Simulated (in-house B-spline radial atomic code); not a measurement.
Ionising the arsenic ion As⁴⁺ with different functionals

Computed with a B-spline radial code for spherical atoms: four-component Dirac-Coulomb Hamiltonian, Fermi nucleus of rms radius 4.0968 fm, spin-restricted, spherical fractional occupations for the functionals. The ionisation energy is the difference of two self-consistent energies, [Ar] 3d10 4s1 → [Ar] 3d10, without Breit or QED terms; ε is the level of the shell that loses the electron (mean over j).

Hybrids are left out here: with spherical fractional occupations of an open shell their exact exchange keeps a self-interaction that integer-occupation calculations don't have.

| method | rung | ΔSCF (eV) | -ε(4s) (eV) |
| --- | --- | --- | --- |
| LDA VWN5 | LDA | 63.79 | 57.44 |
| relativistic LDA | LDA | 63.72 | 57.38 |
| LDA PW92 | LDA | 63.79 | 57.43 |
| LDA exchange-only | LDA | 62.41 | 56.03 |
| PBE | GGA | 63.50 | 56.97 |
| PBEsol | GGA | 63.24 | 56.87 |
| BLYP | GGA | 63.85 | 57.23 |
| RPBE | GGA | 63.32 | 56.66 |
| PW91 | GGA | 63.60 | 57.06 |
| BP86 | GGA | 63.29 | 57.09 |
| AM05 | GGA | 63.15 | 56.84 |
| OLYP | GGA | 63.21 | 56.36 |

Q: How do they compare with the NIST value?

A: NIST lists 62.77 eV ± 0.06 (measured, ground level to ground level). Errors run from -0.36 to +1.08 eV; AM05 is closest (+0.38 eV), though others lie within the uncertainty of it, and part of that can be cancellation, since the calculations leave out Breit-QED terms, spin polarisation.
